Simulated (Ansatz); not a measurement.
Coupled-cluster diagnostics for the cluster CoS2⁻ (the lowest singlet isomer of a short search), Ansatz.

Geometry of the singlet (PBE0-D4/def2-TZVPD):

Cartesian coordinates in Å:
```
Co 0.016 0.010 1.254
S 0.999 0.277 -0.642
S -1.016 -0.287 -0.612
```

Correlated methods freeze 15 core orbitals; core or outer-core shells of Co are correlated, in sets that lack core-valence functions. At PBE0-D4/def2-TZVPD a quintet of charge -1 lies 1.90 eV below the restricted singlet, each at its own geometry. The structure comes from a short search, and lower isomers may exist.

Q: Estimate the CCSD(T) correlation energy, the shares of MP2 and (T), T1 and the reference's ⟨S²⟩ for: charge -1, singlet, own geometry in def2-TZVPPD; charge 0, doublet, vertical in def2-TZVPPD; and the rough time on 4 threads of Arm Neoverse V2 on a shared host.

A: 
```
                           state        basis  correlation (eV)  MP2 share (%)  (T) share (%)     T1  ⟨S²⟩ (pure)  wall time                                                    remarks
charge -1, singlet, own geometry  def2-TZVPPD           -34.577           87.3           13.9  0.201  0.00 (0.00)       56 s  flagged by the program, large T1, restricted SCF unstable
     charge 0, doublet, vertical  def2-TZVPPD           -28.461           98.6            4.5  0.038  1.81 (0.75)       55 s                                          spin-contaminated
```
Customary marks for T1 are 0.02 (closed shells), 0.045 (open shells) and about 0.05 (3d metals). T1 exceeds 0.02 in 2 of 2 rows and 0.045 in 1; the higher it lies, the less the single-reference result can be trusted.
